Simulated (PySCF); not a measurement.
Output of ΔSCF core-hole calculations on `O=C(O)/C(Cl)=C\[O-]`.

Computed, not measured: delta-SCF UKS SCAN, pcX-2 on the ionised atom, pcseg-1 elsewhere, spin-free X2C in PySCF. Atoms in this output count from 0. The cycles run on a coarse integration grid; for E(ground) and E(ion) the exchange–correlation energy is redone on a finer one, so they differ from the last cycle, and only they enter the binding energy.

Coordinates (Å, GFN2-xTB):
```
O      1.481181    -1.600530    -0.232238
C      0.867529    -0.543379    -0.099683
O      1.575821     0.634778    -0.143593
C     -0.515866    -0.370943     0.098702
Cl    -1.422245    -1.869731     0.151594
C     -1.259201     0.801149     0.255371
O     -0.865506     1.967101     0.255028
H      2.501977     0.389611    -0.279909
H     -2.350129     0.597937     0.396787
```

```
ground state, core basis on atom 0 (O), 143 functions
  cycle   1  E = -802.50868483  |g| = 1.21e+00
  cycle   2  E = -800.72979907  |g| = 3.08e+00
  cycle   3  E = -802.69403118  |g| = 6.23e-01
  cycle   4  E = -802.77088637  |g| = 2.57e-01
  ...
  cycle   8  E = -802.78541331  |g| = 5.36e-03
  cycle   9  E = -802.78542157  |g| = 7.25e-04
  cycle  10  E = -802.78542168  |g| = 2.74e-04
  E(ground) = -802.80367824 Eh
hole in O 1s of atom 0
  cycle   1  E = -782.38698940  |g| = 2.23e+00
  cycle   2  E = -780.90043733  |g| = 2.68e+00
  cycle   3  E = -782.68721488  |g| = 9.90e-01
  cycle   4  E = -782.78832542  |g| = 9.47e-01
  ...
  cycle  11  E = -783.23066363  |g| = 9.99e-04
  cycle  12  E = -783.23066525  |g| = 7.32e-04
  cycle  13  E = -783.23066632  |g| = 4.78e-04
  E(ion) = -783.24991970 Eh   <S^2> = 0.7663   hole on atom = 1.000
```

What is the O 1s binding energy of atom 0?

(-783.249920 − (-802.803678)) Eh × 27.2114 eV/Eh = 532.09 eV, for the acid carbonyl oxygen.

```
ground state, core basis on atom 1 (C), 143 functions
  cycle   1  E = -802.76351354  |g| = 7.85e-02
  cycle   2  E = -802.76052136  |g| = 1.35e-01
  cycle   3  E = -802.76389086  |g| = 3.21e-02
  cycle   4  E = -802.76404983  |g| = 1.51e-02
  cycle   5  E = -802.76410192  |g| = 3.26e-03
  cycle   6  E = -802.76410363  |g| = 8.38e-04
  cycle   7  E = -802.76410364  |g| = 1.11e-04
  E(ground) = -802.78514016 Eh
hole in C 1s of atom 1
  cycle   1  E = -791.57790225  |g| = 1.51e+00
  cycle   2  E = -786.33319755  |g| = 3.24e+00
  cycle   3  E = -791.25971107  |g| = 1.28e+00
  cycle   4  E = -792.02231095  |g| = 5.39e-01
  ...
  cycle  13  E = -792.14691707  |g| = 1.17e-03
  cycle  14  E = -792.14692010  |g| = 7.73e-04
  cycle  15  E = -792.14692089  |g| = 4.79e-04
  E(ion) = -792.16569497 Eh   <S^2> = 0.8532   hole on atom = 1.000
```

What is the C 1s binding energy of atom 1?

(-792.165695 − (-802.785140)) Eh × 27.2114 eV/Eh = 288.97 eV, for the carboxylic acid carbon.

```
ground state, core basis on atom 3 (C), 143 functions
  cycle   1  E = -802.75833954  |g| = 7.26e-02
  cycle   2  E = -802.75722107  |g| = 8.98e-02
  cycle   3  E = -802.75850929  |g| = 3.56e-02
  cycle   4  E = -802.75867051  |g| = 2.01e-02
  cycle   5  E = -802.75875266  |g| = 1.89e-03
  cycle   6  E = -802.75875576  |g| = 5.24e-04
  cycle   7  E = -802.75875511  |g| = 1.63e-04
  E(ground) = -802.77955733 Eh
hole in C 1s of atom 3
  cycle   1  E = -791.66297504  |g| = 1.53e+00
  cycle   2  E = -788.63604053  |g| = 2.92e+00
  cycle   3  E = -791.74264499  |g| = 1.05e+00
  cycle   4  E = -792.15772930  |g| = 4.69e-01
  ...
  cycle  10  E = -792.24905544  |g| = 2.21e-03
  cycle  11  E = -792.24905941  |g| = 9.61e-04
  cycle  12  E = -792.24906004  |g| = 3.06e-04
  E(ion) = -792.26626773 Eh   <S^2> = 0.7736   hole on atom = 1.000
```

What is the C 1s binding energy of atom 3?

(-792.266268 − (-802.779557)) Eh × 27.2114 eV/Eh = 286.08 eV, for the carbon bonded to 2 C and Cl.

```
ground state, core basis on atom 5 (C), 143 functions
  cycle   1  E = -802.76131566  |g| = 5.74e-02
  cycle   2  E = -802.76127146  |g| = 2.20e-02
  cycle   3  E = -802.76113585  |g| = 3.33e-02
  cycle   4  E = -802.76137866  |g| = 8.25e-03
  cycle   5  E = -802.76139041  |g| = 1.86e-03
  cycle   6  E = -802.76139086  |g| = 6.09e-04
  cycle   7  E = -802.76139319  |g| = 2.03e-04
  E(ground) = -802.78184429 Eh
hole in C 1s of atom 5
  cycle   1  E = -791.62785182  |g| = 1.51e+00
  cycle   2  E = -788.91885168  |g| = 2.54e+00
  cycle   3  E = -791.30621648  |g| = 1.28e+00
  cycle   4  E = -792.04021290  |g| = 5.89e-01
  ...
  cycle  17  E = -792.20205360  |g| = 9.21e-04
  cycle  18  E = -792.20205506  |g| = 5.78e-04
  cycle  19  E = -792.20205411  |g| = 2.53e-04
  E(ion) = -792.22075825 Eh   <S^2> = 0.9378   hole on atom = 1.000
```

What is the C 1s binding energy of atom 5?

(-792.220758 − (-802.781844)) Eh × 27.2114 eV/Eh = 287.38 eV, for the vinylic carbon bearing oxygen.

The ground state is recomputed for each atom, because the flexible core basis sits on the ionised atom alone; energies of different blocks can't be mixed. The unrestricted hole states depart most from a pure doublet (⟨S²⟩ = 0.75; over 0.85 named) for atom 1 (0.85) and atom 5 (0.94), which makes these values less certain. The species carries charge -1, so core ionisation leaves a neutral species. The basis sets have no added diffuse functions. The structure is a single GFN2-xTB conformer in the gas phase; no vibrational or solvent corrections.

Shape of the structure used: `[O:1]=[C:2]([OH:3])/[C:4]([Cl:5])=[CH:6]\[O-:7]`: O1–C2–C4–Cl5 0°, H–O3–C2–O1 0°.
Labels such as C1 count atoms from 1, the log's own numbers from 0.
